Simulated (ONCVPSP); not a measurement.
**Varying the ONCV potential for Tc**

Base potential:

Tc (Z = 43), optimised norm-conserving Vanderbilt (ONCV), made with ONCVPSP 4.0.1 (LDA (Perdew-Wang 92), scalar-relativistic). Core [Ar] 3d10, reference 4s2 4p6 4d5 5s1 5p1. Waves: 4s+5s: rc 1.90 bohr, ncon 4, nbas 9, qcut 6.2 1/bohr, 2 projectors; 4p+5p: rc 2.30 bohr, ncon 4, nbas 8, qcut 6.7 1/bohr, 2 projectors; 4d: rc 1.90 bohr, ncon 5, nbas 10, qcut 7.9 1/bohr, local. Local part: the d channel. Core correction: Teter function fitted to the true core (icmod 2), fcfact 0.4.

Cutoffs, loose and tight: the cutoffs (Ha) at which the residual kinetic energy of the hardest occupied pseudo-wave falls to 1 and 0.1 mHa per electron. They do not see the model core or the augmentation charge, which bear on the density cutoff. Test errors are all-electron minus pseudo excitation energies from the reference, over the configurations 4s2 4p6 4d5 5s2 5p0; 4s2 4p6 4d5 5s1 5p0; 4s2 4p6 4d5 5s0 5p0; 4s2 4p6 4d6 5s0 5p0. A dash means not determined; rows that change the core or the reference have their own tests.

A true bound ghost makes a file unfit for plane-wave use even where its test errors are small: the radial tests pick states by their node count and pass the ghost by.

```csv
change,outcome,"cutoff, loose","cutoff, tight",bound ghosts,GHOST(+) flags above zero,largest test error (meV)
base,generated,21 Ha,25 Ha,none,none,-6.1
s: nbas 8,generated,21 Ha,25 Ha,none,none,-6.0
core correction none,generated,21 Ha,25 Ha,none,none,-5.0
"core [Ar] 3d10 4s2, valence charge 13; reference 4p6 4d5 5s2; waves now 5s: rc 2.75 bohr, ncon 4, nbas 9, qcut 2 1/bohr, 1 projector; 4p: rc 1.50 bohr, ncon 4, nbas 8, qcut 11.3 1/bohr, 2 projectors, debl 3.1 Ha; 4d: rc 2.05 bohr, ncon 4, nbas 8, qcut 6.6 1/bohr, 2 projectors, debl 0.7 Ha; local potential polynomial inside 1.15 bohr (lpopt 2, dvloc0 0 Ha)",generated,34 Ha,41 Ha,s,none,-24
d: qcut 8.4,generated,22 Ha,27 Ha,none,none,-6.0
s: rc 2.4,generated,21 Ha,25 Ha,none,none,-7.1
"d: nproj 1; local potential polynomial inside 1.60 bohr (lpopt 5, dvloc0 0 Ha)",generated,21 Ha,25 Ha,none,none,-6.0
"s: ncon 3, nbas 8",generated,21 Ha,25 Ha,none,none,-6.1
"reference 4s2 4p6 4d5; waves 4s: rc 1.90 bohr, ncon 4, nbas 9, qcut 6.2 1/bohr, 2 projectors, debl 3.8 Ha; 4p: rc 2.30 bohr, ncon 4, nbas 8, qcut 6.7 1/bohr, 2 projectors, debl 2.5 Ha","generated, projector energies reset by the program",22 Ha,25 Ha,none,none,-3.6
```
